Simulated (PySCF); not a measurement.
Precursor series Sc Cl-OH. All species are isolated molecules in the gas phase. One relaxed conformer stands for each flexible species; it need not be the lowest.

Level of theory: TPSSh-D3(BJ)/def2-TZVP // r2SCAN-D4/def2-SVP run with PySCF. All candidates: neutral, multiplicity 1. 

HOMO: -7.56 eV
LUMO: -2.30 eV
HOMO–LUMO gap: 5.26 eV

Problem. Identify which member has these values.
A. [Sc(OH)3]
B. [Sc(Cl)(OH)2]
C. [Sc(Cl)2(OH)]
D. [Sc(Cl)3]

Solution. B, [Sc(Cl)(OH)2]. The others give [Sc(Cl)3]: -8.54 eV, -3.66 eV, 4.88 eV; [Sc(OH)3]: -7.33 eV, -1.64 eV, 5.69 eV; [Sc(Cl)2(OH)]: -8.08 eV, -3.00 eV, 5.08 eV
